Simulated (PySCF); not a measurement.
CH₃BI₂, SMILES CB(I)I, singlet at its PBE0/def2-SVP optimised geometry (Å):

```
7

B     -0.1613     0.1481     0.0000
I     -1.1815     2.0209     0.0000
I      1.9720     0.1481     0.0000
C     -0.9532    -1.1915    -0.0568
H     -0.4197    -2.0209     0.4303
H     -1.0512    -1.4629    -1.1255
H     -1.9720    -1.1075     0.3475
```

Calculation: PBE0/def2-TZVP, def2 effective core potentials past Kr in PySCF. The core electrons that the potentials of I replace are not part of the density. Cells within 0.4 Å of a nucleus heavier than hydrogen are left out (blank, or x).

Map of the log10 of the electron density (e/bohr³), floored at −4 on the plane z = 0.0 Å:

```
|000000001111110000000000000|
|000000112222221000000000000|
|000001233343332100000000000|
|000012344555443210000000000|
|000123455666544321000000000|
|001234566777654321111100000|
|001234568998654332222211000|
|001234678xx9765433333322100|
|001234568xx8765444444432100|
|001234567887665455565543210|
|001234456666665556676654310|
|000123445566666667887654321|
|000112344566xx6668xx9764321|
|000012344566xx6678xx9764321|
|000123455667766667998654321|
|000123566777765566776654320|
|0001245677xx765455665543210|
|0001245677xx764444554433210|
|000123456677764333443322100|
|000012345566654322222211000|
|000001234455554221111100000|
|000000122344443210000000000|
|000000011223322100000000000|
|000000000111110000000000000|
|000000000000000000000000000|
|000000000000000000000000000|
|000000000000000000000000000|
```
Scale: ten equal steps from -4.00 (start of '0') to 0.497 (end of '9'), in the order '0123456789'; x runs from -4.50 to 4.50, y from -4.50 (bottom) to 4.50 (top).
